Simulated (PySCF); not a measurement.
C3H3F4, SMILES C(C(F)F)[C](F)F (connectivity only; charge and spin as stated), charge +1, multiplicity 1. Atoms are numbered in the order given.

```xyz
10

F      1.6366    -0.2937    -1.0377
C      1.2300    -0.1013     0.1232
F      1.9485     0.6592     0.8046
C     -0.0023    -0.6575     0.6136
C     -1.2401     0.2599     0.2055
F     -1.1011     0.5725    -1.0814
F     -2.3161    -0.4718     0.3928
H     -0.1850    -1.6217     0.1116
H      0.0238    -0.7560     1.7088
H     -1.2755     1.1751     0.8208
```
Charge +1, spin multiplicity 1.

The structure is a stationary point at PBE0-D3(BJ)/def2-SVP. The spin state was assumed, not searched. The isomer is the one that the SMILES or the coordinates give; other isomers of the formula were not compared. One conformer was computed; it need not be the lowest.

Two levels are set side by side: PBE/pcSseg-1 (PySCF) and PBE0/pcSseg-1 (PySCF). GIAO shifts against CFCl3 (¹⁹F), TMS (¹H), TMS (¹³C) at the same level; non-relativistic, no solvent, atoms listed together averaged. Differences are taken from unrounded values.

| quantity | PBE0 | PBE | PBE minus PBE0 |
|---|---|---|---|
| δ(¹³C) of C2 (ppm) | 209.3 | 201.1 | -8.2 |
| δ(¹³C) of C4 (ppm) | 49.1 | 51.0 | 1.9 |
| δ(¹³C) of C5 (ppm) | 119.9 | 127.2 | 7.3 |
| δ(¹H) of H10 (ppm) | 7.07 | 7.38 | 0.31 |

Rough cost on one machine, each run with all the roots and properties that it gave: PBE0 against PBE within a factor of 2.
